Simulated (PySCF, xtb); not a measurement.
C2H7AlClN, SMILES [CH2]([Al]([NH2])[Cl])C.

GFN2-xTB (xtb) at its own geometry gives an orbital gap of 4.30 eV and a dipole moment of 2.09 D.

Geometry optimised at PBE-D3(BJ)/def2-SVP. The structure was generated by enumeration; whether it is a known compound was not checked. Other conformers were not sampled.

Q: What does ωB97X/def2-TZVP (PySCF) give? (Estimate from the structure and the level; the computed values follow.)

A: gap 11.83 eV (levels -10.05 and 1.78 eV), dipole 2.46 D.
